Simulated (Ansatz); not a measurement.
Computed with Ansatz.

C$_{2}$H$_{9}$BOSi, SMILES `COB(C)[SiH3]` at its PBE0-D4/def2-TZVP geometry, where that method's forces vanish. Total charge 0; spin multiplicity 1.

```json
{"atom": "C1", "x (Å)": "-1.679", "y (Å)": "0.170", "z (Å)": "1.280"}
{"atom": "O2", "x (Å)": "-0.343", "y (Å)": "-0.277", "z (Å)": "1.247"}
{"atom": "B3", "x (Å)": "0.463", "y (Å)": "-0.213", "z (Å)": "0.167"}
{"atom": "C4", "x (Å)": "1.922", "y (Å)": "-0.759", "z (Å)": "0.326"}
{"atom": "Si5", "x (Å)": "-0.164", "y (Å)": "0.566", "z (Å)": "-1.624"}
{"atom": "H6", "x (Å)": "-2.324", "y (Å)": "-0.664", "z (Å)": "1.563"}
{"atom": "H7", "x (Å)": "-2.006", "y (Å)": "0.561", "z (Å)": "0.312"}
{"atom": "H8", "x (Å)": "-1.771", "y (Å)": "0.957", "z (Å)": "2.032"}
{"atom": "H9", "x (Å)": "2.652", "y (Å)": "0.023", "z (Å)": "0.086"}
{"atom": "H10", "x (Å)": "2.129", "y (Å)": "-1.138", "z (Å)": "1.329"}
{"atom": "H11", "x (Å)": "2.112", "y (Å)": "-1.558", "z (Å)": "-0.399"}
{"atom": "H12", "x (Å)": "-1.352", "y (Å)": "-0.154", "z (Å)": "-2.174"}
{"atom": "H13", "x (Å)": "0.919", "y (Å)": "0.484", "z (Å)": "-2.643"}
{"atom": "H14", "x (Å)": "-0.558", "y (Å)": "2.002", "z (Å)": "-1.504"}
```

For each bond, give half the difference of the two atoms' forces along it (eV/Å; positive pushes the atoms apart) under PBE-D4, r2SCAN-D4, B3LYP-D4, ωB97M-V in def2-TZVPP. (Best estimate.)

The calculation gave: 
```json
{"bond": "C1–O2", "length (Å)": "1.409", "PBE-D4": "0.26", "r2SCAN-D4": "0.29", "B3LYP-D4": "0.31", "ωB97M-V": "0.27"}
{"bond": "C1–H6", "length (Å)": "1.092", "PBE-D4": "0.07", "r2SCAN-D4": "-0.07", "B3LYP-D4": "-0.10", "ωB97M-V": "-0.11"}
{"bond": "C1–H7", "length (Å)": "1.094", "PBE-D4": "0.07", "r2SCAN-D4": "-0.07", "B3LYP-D4": "-0.11", "ωB97M-V": "-0.11"}
{"bond": "C1–H8", "length (Å)": "1.092", "PBE-D4": "0.07", "r2SCAN-D4": "-0.07", "B3LYP-D4": "-0.10", "ωB97M-V": "-0.11"}
{"bond": "O2–B3", "length (Å)": "1.350", "PBE-D4": "0.29", "r2SCAN-D4": "0.14", "B3LYP-D4": "0.01", "ωB97M-V": "0.06"}
{"bond": "B3–C4", "length (Å)": "1.566", "PBE-D4": "-0.12", "r2SCAN-D4": "-0.04", "B3LYP-D4": "0.02", "ωB97M-V": "0.07"}
{"bond": "B3–Si5", "length (Å)": "2.051", "PBE-D4": "-0.20", "r2SCAN-D4": "-0.06", "B3LYP-D4": "0.03", "ωB97M-V": "-0.02"}
{"bond": "C4–H9", "length (Å)": "1.096", "PBE-D4": "0.13", "r2SCAN-D4": "-0.01", "B3LYP-D4": "-0.04", "ωB97M-V": "-0.06"}
{"bond": "C4–H10", "length (Å)": "1.092", "PBE-D4": "0.12", "r2SCAN-D4": "-0.02", "B3LYP-D4": "-0.03", "ωB97M-V": "-0.06"}
{"bond": "C4–H11", "length (Å)": "1.096", "PBE-D4": "0.13", "r2SCAN-D4": "0.00", "B3LYP-D4": "-0.04", "ωB97M-V": "-0.06"}
{"bond": "Si5–H12", "length (Å)": "1.494", "PBE-D4": "0.10", "r2SCAN-D4": "-0.01", "B3LYP-D4": "-0.06", "ωB97M-V": "-0.10"}
{"bond": "Si5–H13", "length (Å)": "1.489", "PBE-D4": "0.10", "r2SCAN-D4": "-0.02", "B3LYP-D4": "-0.08", "ωB97M-V": "-0.10"}
{"bond": "Si5–H14", "length (Å)": "1.494", "PBE-D4": "0.10", "r2SCAN-D4": "-0.01", "B3LYP-D4": "-0.06", "ωB97M-V": "-0.10"}
```

B3LYP here is the variant with VWN-RPA as its local correlation; programs differ in this.
